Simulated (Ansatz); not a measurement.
Consider the formal exchange of groups at the Si–H bond: `CN[SiH2]Cl` + `C[SiH3]` → `CN[SiH]([SiH3])Cl` + CH₄.

Gas-phase electronic energies from Ansatz, PBE0-D4/def2-TZVP geometries. CBS: MP2 limit from def2 TZ/QZ plus the TZ coupled-cluster correction, frozen cores. This one scheme is used for every species. Functionals use def2-TZVPP. Each species was taken in one conformer, which may not be the lowest.

```csv
level,ΔE (kJ/mol),difference from CCSD(T)/CBS
PBE-D4,-18.6,-13.9
revPBE-D4,-18.3,-13.6
r2SCAN-D4,-9.2,-4.5
PBE0-D4,-14.0,-9.3
r2SCAN0-D4,-6.9,-2.2
B2PLYP,-0.5,4.2
PBE-QIDH,-4.1,0.6
revPBE,-12.2,-7.5
PBE0,-9.0,-4.3
BHLYP,3.5,8.2
RPA@PBE/def2-TZVPP,-1.4,3.3
MP2/def2-SVP,-0.9,3.8
CCSD(T)/def2-SVP,-5.1,-0.4
MP2/def2-TZVPP,0.8,5.5
CCSD(T)/def2-TZVPP,-3.5,1.2
HF/def2-QZVPP,11.6,16.3
CCSD(T)/CBS,-4.7,0
```

Largest T1 diagnostic among the species: 0.011.

From PBE to PBE0 (25 % exact exchange), in def2-TZVPP and without D4, ΔE moves by +4.4 kJ/mol. In def2-TZVPP, CCSD(T) changes the Hartree–Fock value by −14.2 kJ/mol (the triples alone add −2.6 kJ/mol) and MP2 by −9.9 kJ/mol. The D4 term adds −8.3 kJ/mol with B3LYP and −5.0 kJ/mol with PBE0; it sums over pairs of atoms, weighted by their polarisabilities, and B3LYP, whose exchange is more repulsive, gets the larger term.

B3LYP here is the variant with VWN-RPA as its local correlation; programs differ in this.
